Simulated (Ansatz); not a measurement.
Relaxed structures of BSiH₂ClO, singlet (PBE0-D4/def2-TZVP; forces vanish, vibrations not checked; lower isomers may exist, and structures with a doubtful reference or unclear bonds are left out; Å). Computed with Ansatz 0.2.0 (basis: def2-TZVPP); correlated methods freeze the cores.

Rank them by CCSD(T) energy, lowest first, and give each one's height above the lowest. Links in brackets join atoms within 1.22 times the sum of their covalent radii (1.1 for two metals). (Judge from chemistry; the value comes from the calculation.)
A.
BSiH₂ClO ([OH][BH][Si][Cl])
```
6
angstrom
B -0.4787 0.9401 -0.0164
Si 0.2085 -0.9099 0.5714
O 0.2046 2.0857 -0.2341
Cl 0.3680 -1.5025 -1.4365
H -1.6687 1.0133 -0.2143
H 1.1511 2.0357 -0.0797
```
B.
BSiH₂ClO ([O][Si][BH2][Cl])
```
6
angstrom
B -0.2061 0.7647 0.3270
Si 0.2239 -0.9104 -0.8788
O 0.5962 -2.2781 -1.3811
Cl 0.1119 -0.0988 1.9053
H -1.3539 0.9757 0.0572
H 0.6279 1.5469 -0.0296
```
C.
BSiH₂ClO ([BH2][Si]([O])[Cl])
```
6
angstrom
B -0.2965 1.0062 -0.1604
Si 0.2544 -0.8330 0.3620
O 0.4632 -1.3577 1.7663
Cl 0.5011 -1.9291 -1.3367
H -1.4521 1.2716 -0.2764
H 0.5300 1.8419 -0.3548
```
D.
a complex of BSiClO ([O][Si][B][Cl]) + H₂
```
6
angstrom
B 1.1554 0.4324 0.1393
Si -0.2542 -1.0506 0.8686
O -0.2777 -2.4858 0.3693
Cl 1.5202 1.9434 0.8263
H -1.4136 0.6616 -0.9236
H -0.7684 0.6272 -1.3161
```

By the calculation: A (0.00 kcal/mol), C (1.04 kcal/mol), B (5.78 kcal/mol), D (65.59 kcal/mol). Heights count from the lowest.

No T1 diagnostic of these runs exceeds 0.026. The T1 diagnostic is large here, which may signal multireference character or strong orbital relaxation, so CCSD(T) is less sure. The restricted Hartree–Fock reference is unstable towards an unrestricted one at one or more of these structures. A large double-excitation amplitude points to some diradical character; no triplet was computed.

For scale, one of the runs: CCSD(T)/def2-TZVPP, 174 basis functions, launched by `ansatz run in.yaml --threads 2 --pin off --events-out ev --progress --plain --max-ram 4352MiB`. Time: 34 s of wall clock on 2 CPU threads of an Arm Neoverse V2; the host was shared. Peak host memory: 1.4 GiB.
